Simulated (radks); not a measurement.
Values are calculated unless marked as measured or tabulated.
Q: Orbital eigenvalues (eV) of neutral neodymium, [Xe] 4f4 6s2, of relativity; Dirac values are averaged over j with weights 2j + 1. Spin-unpolarised spherical Kohn-Sham, PBE, point nucleus unless stated (finite: rms radius 4.9123 fm), a radial shooting solver on a logarithmic mesh with Libxc functionals. A level marked "c x" has the speed of light scaled by that factor and shares open shells by 2j + 1; other Dirac levels either fill j = l - 1/2 first or share by 2j + 1.

| shell | non-rel. |
|---|---|
| 3s | -1393.5 |
| 3p | -1246.6 |
| 3d | -972.93 |
| 4s | -273.00 |
| 4p | -217.32 |
| 4d | -119.20 |
| 5s | -36.250 |
| 5p | -21.653 |
| 4f | -4.6696 |
| 6s | -3.3110 |
| 5d (empty) | -2.4819 |
| 6p (empty) | -1.3558 |

Give the values at the level "Dirac, 2j+1 shares, finite nucleus".

A: 
shell       Dirac, 2j+1 shares, finite nucleus  change of magnitude (%)
3s                                     -1520.8                    +9.14
3p                                     -1290.2                    +3.50
3d                                     -960.97                    -1.23
4s                                     -302.44                   +10.79
4p                                     -226.51                    +4.23
4d                                     -116.49                    -2.27
5s                                     -40.402                   +11.45
5p                                     -22.183                    +2.45
4f                                     -1.7505                   -62.51
6s                                     -3.5021                    +5.77
5d (empty)                             -1.9197                   -22.65
6p (empty)                             -1.2398                    -8.55
